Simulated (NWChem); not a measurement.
Molecule: C$_{2}$HF$_{2}$O$_{2}$, doublet; SMILES F[C](F)C(=O)O

```xyz
7

O      1.1376    -1.4148     0.0000
C      0.0252    -0.6636     0.0000
O     -1.0941    -1.4257     0.0000
C     -0.0019     0.6688     0.0000
F      1.0913     1.4066     0.0000
F     -1.1139     1.3716     0.0000
H     -0.8482    -2.3601     0.0000
```
Atoms are numbered in this order, from 1.

This is a stationary point of PBE0/def2-SVP, spin-unrestricted (NWChem), point group Cs. 

### Question
Is it a minimum? If not, what does it relax to?

### Answer
No. It has an imaginary frequency of 397i cm⁻¹. Following that mode (on a finer grid) lowers the energy by 58.3 kcal/mol and ends, with real frequencies alone, at point group C1:
```xyz
7

O      1.1808    -1.3582     0.0236
C      0.1231    -0.7720     0.0499
O     -1.0819    -1.3588     0.1101
C      0.0179     0.6661     0.0500
F      1.0677     1.4163    -0.0828
F     -1.1104     1.3102    -0.0167
H     -0.9173    -2.3133     0.1301
```
